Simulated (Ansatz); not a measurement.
CH₈GaN⁺, that is Ga(NH2Me)H3 with one electron fewer. Charge 1, multiplicity 2. Geometry PBE-D4/def2-SVP; atoms count from 1.

Cartesian coordinates in Å:
```
Ga -1.2320 -0.0258 -0.9666
N 0.5877 0.3877 -0.1121
C 0.9632 -0.5544 0.9928
H 0.6068 1.3610 0.2376
H 1.3155 0.3578 -0.8476
H 1.9641 -0.3056 1.3937
H 0.2186 -0.4817 1.8075
H 0.9750 -1.5896 0.6033
H -2.3215 0.8504 -0.0521
H -1.2913 -1.4522 -1.5514
H -1.7860 1.4523 -1.5051
```

Question: Estimate the Mulliken populations from the PBE0/def2-TZVP orbitals of Ansatz.

Answer: 
```
atom  charge (e)  spin (α − β)
 Ga1        0.27          0.28
  N2       -0.38         -0.01
  C3       -0.35          0.00
  H4        0.31          0.00
  H5        0.30          0.00
  H6        0.20          0.00
  H7        0.19          0.00
  H8        0.19          0.00
  H9        0.12          0.38
 H10        0.03         -0.02
 H11        0.12          0.37
```
Mulliken values depend strongly on the basis.

Question: Where does the spin sit?

Answer: Summed by element: Ga 0.28, N -0.01, C 0.00, H 0.73, of 1 unpaired in all. Largest on single atoms: H9 0.38, H11 0.37, Ga1 0.28.

Question: And the Mayer bond orders between heavy atoms (over 0.3)?

Answer: Ga1–N2 0.64 (2.05 Å); N2–C3 0.93 (1.50 Å).
